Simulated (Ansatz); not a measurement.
Ansatz (a quantum-chemistry and plane-wave program) input (B3LYP-D3(BJ)/def2-TZVP):

Ansatz 0.2 input:
```yaml
crystal:
  periodic: [false, false, false]
  atoms:
    - {symbol: Cu, position_ang: [0.00000000, 0.00000000, 0.00000000]}
    - {symbol: F, position_ang: [-0.00000000, -0.00000000, -1.71081561]}
    - {symbol: F, position_ang: [0.00000000, 0.00000000, 1.71081561]}
basis:
  gaussian:
    orbitals: def2-TZVP
hamiltonian:
  xc: b3lyp
  dispersion: d3bj
total_charge: 1
magnetization: {spin_polarized: true, initial_magnetization: 2}
phonons: {temperatures: {t_min: 298.15, t_max: 298.15, t_step: 100}}
```

Output:

```
Functional definition: B3LYP
integrals: 0.03 GiB planned
854 factors; their error is unknown
mean field: 0.46 GiB planned
mean field evaluation 1: about -50056.7675 eV, gradient 7.0e1 eV
mean field evaluation 2: about -50018.5619 eV, gradient 1.8e2 eV
mean field evaluation 4: about -50065.4379 eV, gradient 1.1e1 eV
mean field evaluation 8: about -50065.7272 eV, gradient 1.4e-1 eV
mean field evaluation 16: about -50065.7720 eV, gradient 2.2e-3 eV
mean field evaluation 32: about -50065.5183 eV, gradient 1.4e0 eV
mean field -50065.77202072 eV, -1839.8831859623 hartree, gradient 1.4e-5 eV, S^2 2.008079; 4 other end points of the search recorded, 0 dependent functions left out
the calculation of the forces begins
reference -50065.77223581 eV, -1839.8831938667 hartree; 24, 22 occupied and 83, 85 virtual orbitals, 854 factors
these checks for a lower state are left out or cut short: stability, starts, cluster_reference, orbital_swaps, neighbouring_geometries, increment
integrals: 0.03 GiB planned
854 factors; their error is unknown
mean field: 0.46 GiB planned
mean field -50065.77201157 eV, -1839.8831856261 hartree, gradient 1.5e-6 eV, S^2 2.008079; 0 other end points of the search recorded, 0 dependent functions left out
the calculation of the forces begins
reference -50065.77222666 eV, -1839.8831935304 hartree; 24, 22 occupied and 83, 85 virtual orbitals, 854 factors
these checks for a lower state are left out or cut short: stability, starts, cluster_reference, orbital_swaps, neighbouring_geometries, increment
integrals: 0.03 GiB planned
854 factors; their error is unknown
mean field: 0.46 GiB planned
mean field -50065.77201157 eV, -1839.8831856261 hartree, gradient 1.5e-6 eV, S^2 2.008079; 0 other end points of the search recorded, 0 dependent functions left out
the calculation of the forces begins
reference -50065.77222666 eV, -1839.8831935304 hartree; 24, 22 occupied and 83, 85 virtual orbitals, 854 factors
these checks for a lower state are left out or cut short: stability, starts, cluster_reference, orbital_swaps, neighbouring_geometries, increment
integrals: 0.03 GiB planned
854 factors; their error is unknown
mean field: 0.46 GiB planned
mean field -50065.77201680 eV, -1839.8831858183 hartree, gradient 2.8e-6 eV, S^2 2.008079; 0 other end points of the search recorded, 0 dependent functions left out
the calculation of the forces begins
reference -50065.77223189 eV, -1839.8831937226 hartree; 24, 22 occupied and 83, 85 virtual orbitals, 854 factors
these checks for a lower state are left out or cut short: stability, starts, cluster_reference, orbital_swaps, neighbouring_geometries, increment
integrals: 0.03 GiB planned
854 factors; their error is unknown
mean field: 0.46 GiB planned
mean field evaluation 64: about -50065.7720 eV, gradient 4.5e-4 eV
mean field -50065.77201680 eV, -1839.8831858183 hartree, gradient 2.8e-6 eV, S^2 2.008079; 0 other end points of the search recorded, 0 dependent functions left out
the calculation of the forces begins
reference -50065.77223189 eV, -1839.8831937226 hartree; 24, 22 occupied and 83, 85 virtual orbitals, 854 factors
these checks for a lower state are left out or cut short: stability, starts, cluster_reference, orbital_swaps, neighbouring_geometries, increment
integrals: 0.03 GiB planned
854 factors; their error is unknown
mean field: 0.46 GiB planned
mean field -50065.77194019 eV, -1839.8831830028 hartree, gradient 5.3e-6 eV, S^2 2.008078; 0 other end points of the search recorded, 0 dependent functions left out
the calculation of the forces begins
reference -50065.77215527 eV, -1839.8831909071 hartree; 24, 22 occupied and 83, 85 virtual orbitals, 854 factors
these checks for a lower state are left out or cut short: stability, starts, cluster_reference, orbital_swaps, neighbouring_geometries, increment
integrals: 0.03 GiB planned
854 factors; their error is unknown
mean field: 0.46 GiB planned
mean field -50065.77194019 eV, -1839.8831830028 hartree, gradient 5.3e-6 eV, S^2 2.008078; 0 other end points of the search recorded, 0 dependent functions left out
the calculation of the forces begins
reference -50065.77215527 eV, -1839.8831909071 hartree; 24, 22 occupied and 83, 85 virtual orbitals, 854 factors
these checks for a lower state are left out or cut short: stability, starts, cluster_reference, orbital_swaps, neighbouring_geometries, increment
integrals: 0.03 GiB planned
854 factors; their error is unknown
mean field: 0.46 GiB planned
mean field -50065.77201844 eV, -1839.8831858784 hartree, gradient 1.0e-6 eV, S^2 2.008079; 0 other end points of the search recorded, 0 dependent functions left out
the calculation of the forces begins
reference -50065.77223352 eV, -1839.8831937828 hartree; 24, 22 occupied and 83, 85 virtual orbitals, 854 factors
these checks for a lower state are left out or cut short: stability, starts, cluster_reference, orbital_swaps, neighbouring_geometries, increment
integrals: 0.03 GiB planned
854 factors; their error is unknown
mean field: 0.46 GiB planned
mean field -50065.77201844 eV, -1839.8831858784 hartree, gradient 1.0e-6 eV, S^2 2.008079; 0 other end points of the search recorded, 0 dependent functions left out
the calculation of the forces begins
reference -50065.77223352 eV, -1839.8831937828 hartree; 24, 22 occupied and 83, 85 virtual orbitals, 854 factors
these checks for a lower state are left out or cut short: stability, starts, cluster_reference, orbital_swaps, neighbouring_geometries, increment
integrals: 0.03 GiB planned
854 factors; their error is unknown
mean field: 0.46 GiB planned
mean field evaluation 96: about -50065.7309 eV, gradient 8.3e-2 eV
mean field -50065.77201974 eV, -1839.8831859264 hartree, gradient 1.6e-6 eV, S^2 2.008079; 0 other end points of the search recorded, 0 dependent functions left out
the calculation of the forces begins
reference -50065.77223483 eV, -1839.8831938308 hartree; 24, 22 occupied and 83, 85 virtual orbitals, 854 factors
these checks for a lower state are left out or cut short: stability, starts, cluster_reference, orbital_swaps, neighbouring_geometries, increment
integrals: 0.03 GiB planned
854 factors; their error is unknown
mean field: 0.46 GiB planned
mean field -50065.77201974 eV, -1839.8831859264 hartree, gradient 1.6e-6 eV, S^2 2.008079; 0 other end points of the search recorded, 0 dependent functions left out
the calculation of the forces begins
reference -50065.77223483 eV, -1839.8831938308 hartree; 24, 22 occupied and 83, 85 virtual orbitals, 854 factors
these checks for a lower state are left out or cut short: stability, starts, cluster_reference, orbital_swaps, neighbouring_geometries, increment
integrals: 0.03 GiB planned
854 factors; their error is unknown
mean field: 0.46 GiB planned
mean field -50065.77195818 eV, -1839.8831836640 hartree, gradient 3.7e-6 eV, S^2 2.008069; 0 other end points of the search recorded, 0 dependent functions left out
the calculation of the forces begins
reference -50065.77217324 eV, -1839.8831915675 hartree; 24, 22 occupied and 83, 85 virtual orbitals, 854 factors
these checks for a lower state are left out or cut short: stability, starts, cluster_reference, orbital_swaps, neighbouring_geometries, increment
integrals: 0.03 GiB planned
854 factors; their error is unknown
mean field: 0.46 GiB planned
mean field -50065.77197880 eV, -1839.8831844219 hartree, gradient 2.6e-6 eV, S^2 2.008088; 0 other end points of the search recorded, 0 dependent functions left out
the calculation of the forces begins
reference -50065.77219391 eV, -1839.8831923271 hartree; 24, 22 occupied and 83, 85 virtual orbitals, 854 factors
Total energy: -50065.81474273 eV, -1839.8847559672 hartree
Atom 0 at     0.000000     0.000000     0.000000 Å, force     0.000000     0.000000     0.000000 eV/Å
Atom 1 at    -0.000000    -0.000000    -1.710816 Å, force    -0.000000    -0.000000     0.000029 eV/Å
Atom 2 at     0.000000     0.000000     1.710816 Å, force     0.000000     0.000000    -0.000029 eV/Å
Dipole moment:    -0.000000     0.000000    -0.000000 e Å
Vibrations: 119.79 183.00 542.15 542.83 cm⁻¹, zero-point energy 0.086031 eV
```

The spin state was set by rule; other spins were not relaxed.
